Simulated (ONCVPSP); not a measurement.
# I, ONCV: configuration errors across variants

ONCVPSP 4.0.1 input, shortened (lines: element, Z, core and valence counts, functional; n l f; lmax; l rc ep ncon nbas qcut; lloc lpopt rc5 dvloc0; l nproj debl; icmod fcfact rcfact), PBE, fully relativistic:

```
  I 53.00    8    3        4      upf
    1    0    2.00
    2    0    2.00
    2    1    6.00
    3    0    2.00
    3    1    6.00
    3    2   10.00
    4    0    2.00
    4    1    6.00
    4    2   10.00
    5    0    2.00
    5    1    5.00
    2
    0    1.70    0.00    4    8    3.40
    1    1.90    0.00    4    7    4.10
    2    1.50    0.00    4    9   10.40
    4    5    1.35    4.00
    0    2    1.60
    1    2    2.20
    2    2    1.50
    2    0.35    0.95
```

Open shells are filled in proportion to 2j + 1.

In the d channel the program set the typed energies aside and used -1.820, 0.250 Ha (j = l + 1/2; the other j can differ).

All-electron excitation energies from the reference (eV): (1) 4d10 5s2 5p4 11.157; (2) 4d10 5s2 5p3 31.033; (3) 4d10 5s2 5p2 60.396; (4) 4d10 5s2 5p4.5 4.545.

1 further variants failed, have other tests or too few solved ones, and are left out.

A true bound ghost makes a file unfit for plane-wave use even where its test errors are small: the radial tests pick states by their node count and pass the ghost by.

Errors AE − PS in meV (a dash: test not solved or not reliable):

```tsv
change	(1)	(2)	(3)	(4)	bound ghosts	GHOST(+) flags above zero
base	+0.2	+2.0	+8.2	0.0	none	s, p3/2, p1/2
all radii but the core radius scaled by about 0.87 (s 1.48, p 1.66, d 1.32 bohr); local potential polynomial inside 1.18 bohr (lpopt 5, dvloc0 4 Ha)	+0.8	+4.7	–	+0.2	s	p3/2, p1/2
all radii but the core radius scaled by about 0.92 (s 1.56, p 1.74, d 1.38 bohr); local potential polynomial inside 1.24 bohr (lpopt 5, dvloc0 4 Ha)	+0.4	+2.6	+9.0	+0.1	none	s, p3/2, p1/2
all radii but the core radius scaled by about 1.15 (s 1.96, p 2.18, d 1.72 bohr); local potential polynomial inside 1.56 bohr (lpopt 5, dvloc0 4 Ha)	-0.1	+0.3	+2.7	0.0	none	s
all radii but the core radius scaled by about 1.24 (s 2.10, p 2.34, d 1.86 bohr); local potential polynomial inside 1.66 bohr (lpopt 5, dvloc0 4 Ha)	-0.5	-2.4	-7.2	-0.1	none	s
all radii but the core radius scaled by about 1.32 (s 2.24, p 2.52, d 1.98 bohr); local potential polynomial inside 1.78 bohr (lpopt 5, dvloc0 4 Ha)	-1.1	-6.9	-23	-0.2	none	s
```

(1) Give the same row for: all radii but the core radius scaled by about 1.11 (s 1.88, p 2.10, d 1.66 bohr); local potential polynomial inside 1.50 bohr (lpopt 5, dvloc0 4 Ha).

## Answers

(1) +0.1, +1.1, +5.5, 0.0; bound ghosts: none; GHOST(+) flags above zero: s.
